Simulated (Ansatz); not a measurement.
Au₂Cl⁺. The state is a singlet with charge 1. Geometry relaxed at PBE-D4/def2-TZVP.

```xyz
3

Au   -0.276    0.753    1.338
Au    1.279   -0.282   -0.848
Cl   -1.002   -0.471   -0.490
```

In the def2 sets Au takes a core potential; there is no spin–orbit coupling. The structure comes from a short search, and lower isomers may exist.

Problem. Estimate the harmonic wavenumbers at RKS PBE-D4/def2-TZVP (Ansatz, unscaled). Is this a minimum?

Solution. 52, 218, 316 cm⁻¹. Yes, no mode is imaginary beyond noise. Zero-point energy 3.5 kJ/mol. Run time 18 s (2 threads of Arm Neoverse V2 on a shared host).
